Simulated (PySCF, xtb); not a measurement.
AsF₂GaH₂, SMILES [F][Ga]([F])[AsH2].

Harmonic wavenumbers (cm⁻¹) from GFN2-xTB run with xtb 6.7.1 at its own minimum, in rising order: 43, 78, 100, 120, 223, 431, 436, 607, 617, 989, 1879, 1912.

What does r2SCAN-D4/def2-SVP (PySCF 2.14.0) give at its own minimum? (Estimate from the structure and the level; the computed values follow.)

79, 99, 142, 185, 271, 560, 615, 693, 723, 992, 2204, 2222. Paired by order, the mean absolute difference is 113 cm⁻¹ and the zero-point energies are 10.6 and 12.6 kcal/mol.
